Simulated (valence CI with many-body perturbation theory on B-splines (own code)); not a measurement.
# Cl III: configurations and terms from energies and g

Method: relativistic CI+MBPT: five valence electrons over a frozen Dirac-Fock core [Ne], a basis of 9 s, 9 p, 8 d, 6 f, 3 g, 1 h functions for each j, with the one-electron correlation potential Σ1, the two-electron term Σ2, the three-electron term Σ3, Breit, model QED; selected CI, second order for the rest, scaled by the run's own slope (own B-spline code, finite nucleus).

Against 24 measured levels this calculation errs by 102 cm⁻¹ on average and by 236 at most. These come from a selection out of Moore, Atomic Energy Levels, vol. I, NSRDS-NBS 35 (1971 reprint of NBS Circular 467, 1949), an old analysis. Levels without a partner in it may be off by more. Among the levels kept, up to 1500 cm⁻¹ of a level comes from second order outside the variational space, and about a tenth of that is noise between levels of different J, which matters for small intervals.

```tsv
No.	J	Parity	E (eV)	g
1	3/2	odd	0.000	2.002
2	3/2	odd	2.259	0.802
3	5/2	odd	2.266	1.200
4	1/2	odd	3.725	0.666
5	3/2	odd	3.737	1.332
6	5/2	even	12.202	1.601
7	3/2	even	12.276	1.735
8	1/2	even	12.319	2.670
13	3/2	even	18.167	0.400
14	5/2	even	18.196	1.030
15	7/2	even	18.234	1.239
16	9/2	even	18.287	1.334
18	1/2	even	18.829	-0.002
20	3/2	even	18.839	1.199
```

Energies count from the lowest level. Strongly mixed levels and levels close to another of their J and parity are left out, so the numbers can have gaps.

(1) Give configuration and LS term of each level.

## Answers

(1) 1: 3s²3p³ ⁴S°; 2: 3s²3p³ ²D°; 3: 3s²3p³ ²D°; 4: 3s²3p³ ²P°; 5: 3s²3p³ ²P°; 6: 3s3p⁴ ⁴P; 7: 3s3p⁴ ⁴P; 8: 3s3p⁴ ⁴P; 13: 3s²3p²3d ⁴F; 14: 3s²3p²3d ⁴F; 15: 3s²3p²3d ⁴F; 16: 3s²3p²3d ⁴F; 18: 3s²3p²3d ⁴D; 20: 3s²3p²3d ⁴D.
